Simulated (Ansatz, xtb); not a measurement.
## Two structures of CH3F2GaS

We compare X, `[F][Ga]([F])[CH2]S`, a singlet, with Y, a singlet given by its coordinates. Both are isolated molecules in the gas phase, relaxed with PBE0-D4/def2-SVP; the shapes shown needn't be the lowest conformers.

X (Å):

```yaml
atoms:
  - { symbol: C, position_ang: [-0.5457, 0.3520, 1.5058] }
  - { symbol: F, position_ang: [-3.6973, -0.2182, 2.1973] }
  - { symbol: F, position_ang: [-1.6876, -1.5823, 3.8045] }
  - { symbol: Ga, position_ang: [-1.9976, -0.4247, 2.5315] }
  - { symbol: S, position_ang: [0.0115, -1.0461, 0.4581] }
  - { symbol: H, position_ang: [-0.9326, 1.1138, 0.8149] }
  - { symbol: H, position_ang: [0.2789, 0.7855, 2.0870] }
  - { symbol: H, position_ang: [0.4773, -1.8239, 1.4608] }
```

Y (Å):

```yaml
atoms:
  - { symbol: C, position_ang: [1.0105, 0.1716, -1.0948] }
  - { symbol: F, position_ang: [0.1802, 0.7515, -0.1024] }
  - { symbol: F, position_ang: [-1.4803, -1.6166, 0.3476] }
  - { symbol: Ga, position_ang: [-1.6589, -0.3471, -0.8537] }
  - { symbol: S, position_ang: [-0.0606, -0.3825, -2.4398] }
  - { symbol: H, position_ang: [1.7093, 0.9489, -1.4329] }
  - { symbol: H, position_ang: [1.5431, -0.6547, -0.6040] }
  - { symbol: H, position_ang: [-2.9551, 0.5036, -0.8440] }
```

Close contacts (Å): C1–F2 1.42, C1–S5 1.81, F2–Ga4 2.27, F3–Ga4 1.76, Ga4–S5 2.25, C1–H6 1.10, C1–H7 1.10, Ga4–H8 1.55.

Q: Which of the two would you expect CCSD(T)/def2-SVP + ΔMP2/def2-TZVPP electronic energies to favour?

A: Structure X; the calculation gives E(Y) − E(X) = +20.0 kcal/mol.

Level by level:

```json
{"level": "PBE0-D4/def2-SVP", "geometry": "PBE0-D4/def2-SVP", "E(Y) − E(X) (kcal/mol)": "+15.3", "departure from the last row (kcal/mol)": "−4.7", "job, with rough time for the two": "optimisation, 1.7 min"}
{"level": "HF/def2-SVP", "geometry": "PBE0-D4/def2-SVP", "E(Y) − E(X) (kcal/mol)": "+16.1", "departure from the last row (kcal/mol)": "−3.8", "job, with rough time for the two": "part of the CCSD(T) run"}
{"level": "MP2/def2-SVP", "geometry": "PBE0-D4/def2-SVP", "E(Y) − E(X) (kcal/mol)": "+20.8", "departure from the last row (kcal/mol)": "+0.8", "job, with rough time for the two": "part of the CCSD(T) run"}
{"level": "CCSD(T)/def2-SVP", "geometry": "PBE0-D4/def2-SVP", "E(Y) − E(X) (kcal/mol)": "+18.6", "departure from the last row (kcal/mol)": "−1.4", "job, with rough time for the two": "single point"}
{"level": "CCSD(T)/def2-SVP + ΔMP2/def2-TZVPP", "geometry": "PBE0-D4/def2-SVP", "E(Y) − E(X) (kcal/mol)": "+20.0", "departure from the last row (kcal/mol)": "", "job, with rough time for the two": "single point, 42 s"}
```

None of the levels shown reverses the order. The largest departure from CCSD(T)/def2-SVP + ΔMP2/def2-TZVPP is that of PBE0-D4/def2-SVP, 4.7 kcal/mol. Levels run at GFN2-xTB geometries aren't shown. The last row adds to CCSD(T) the change of the MP2 difference between the two basis sets, here +1.4 kcal/mol.

With harmonic frequencies from PBE0-D4/def2-SVP (ideal gas, rigid rotor, one conformer each, 298.15 K, 1 atm): on the last row, ΔE + ΔZPE = +20.3 kcal/mol. A mode under 50 cm⁻¹ makes harmonic enthalpies and free energies unreliable, so none is given.

The correlated steps freeze 17 core orbitals; the filled d shell of Ga is correlated, in a basis made for valence electrons. Programs: Ansatz 0.2.0; the last row on 2 threads of Arm Neoverse V1 on a shared host.
